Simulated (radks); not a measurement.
Neutral bromine, 35 electrons, occupied as [Ar] 3d10 4s2 4p5. Method: Dirac Kohn-Sham, PBE, spin-unpolarised, spherical densities, finite nucleus; open shells are shared between the two j in proportion to 2j + 1; Fermi nuclear charge, rms radius 4.1629 fm; computed with a radial shooting solver on a logarithmic mesh with Libxc functionals.

Unscreened Slater integrals over Kohn-Sham orbitals (hartree). Large and small components are both included.

\begin{tabular}{lr}
integral & value \\ \hline
F0(4p3/2,4p3/2) & 0.42777 \\
F2(4p3/2,4p3/2) & 0.21892 \\
F0(4p3/2,4p1/2) & 0.43272 \\
G2(4p3/2,4p1/2) & 0.22137 \\
F0(4p3/2,4s1/2) & 0.47374 \\
G1(4p3/2,4s1/2) & 0.30488 \\
F0(4p3/2,3d5/2) & 0.56676 \\
F2(4p3/2,3d5/2) & 0.10789 \\
G1(4p3/2,3d5/2) & 0.035233 \\
G3(4p3/2,3d5/2) & 0.032149 \\
F0(4p1/2,4p1/2) & 0.43786 \\
F0(4p1/2,4s1/2) & 0.48059 \\
G1(4p1/2,4s1/2) & 0.31350 \\
F0(4p1/2,3d5/2) & 0.57888 \\
G3(4p1/2,3d5/2) & 0.034018 \\
F0(4s1/2,4s1/2) & 0.53871 \\
F0(4s1/2,3d5/2) & 0.69132 \\
G2(4s1/2,3d5/2) & 0.057960 \\
F0(3d5/2,3d5/2) & 1.5512 \\
F2(3d5/2,3d5/2) & 0.74104 \\
F4(3d5/2,3d5/2) & 0.46585 \\
\end{tabular}
